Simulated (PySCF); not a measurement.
## How methods differ on the ionisation energy of Yb⁵²⁺

Yb⁵²⁺ [Ar] (1S) → Yb⁵³⁺ [Ne] 3s2 3p5 (2P), as a difference of total energies. All numbers are calculated (PySCF 2.14, the non-relativistic Hamiltonian (point nucleus), in an even-tempered Gaussian basis (16 s from 13 bohr⁻², ratio 2.5; 10 p from 17 bohr⁻², ratio 2.5; 4 d from 69 bohr⁻², ratio 2.7; 4 f from 100 bohr⁻², ratio 2.7)). Correlated levels: outer shells: 1s2 frozen; virtual orbitals above 40 to 60 times the deepest correlated orbital energy dropped. The calculations carry no spin-orbit coupling.

```csv
method,ionisation energy (eV)
UHF,4925.4
MP2 (outer shells),4926.3
SCS-MP2 (outer shells),4926.1
CCSD (outer shells),4926.2
CCSD(T) (outer shells),4926.2
```

A first-order spin-orbit estimate (lowest level to lowest level, LS coupling) adds -59.947 eV.

The gap to the reference is mostly relativistic.

For comparison: 4988 ± 4 eV (theoretical estimate listed by NIST; NIST Atomic Spectra Database, ionization energies).
